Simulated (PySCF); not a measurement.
Calculation: PySCF with CAM-B3LYP-D3(BJ)/def2-TZVP. All species are isolated molecules in the gas phase. Delta-SCF ions had no search for a lower state. Excitations are Tamm–Dancoff values on a coarser integration grid. The basis has no diffuse functions, so Rydberg states are missing or too high.

Reference species (SMILES): `N[SiH]=[SiH2]` (neutral, multiplicity 1).

```json
{
 "HOMO": "-6.75 eV",
 "LUMO": "-0.70 eV",
 "T1 excitation (TDA)": "1.77 eV",
 "vertical ionisation energy (Delta-SCF)": "7.54 eV"
}
```

Changed species: `[H]/N=[SiH]\[SiH3]`.

Task: Predict the effect on the HOMO, LUMO, T1 excitation (TDA) and vertical ionisation energy (Delta-SCF).

Result: the HOMO decreases by 1.76 eV, to -8.51 eV; the LUMO falls by 0.13 eV, to -0.83 eV; the T1 excitation (TDA) goes up by 1.40 eV, to 3.17 eV; the vertical ionisation energy (Delta-SCF) goes up by 1.62 eV, to 9.16 eV.
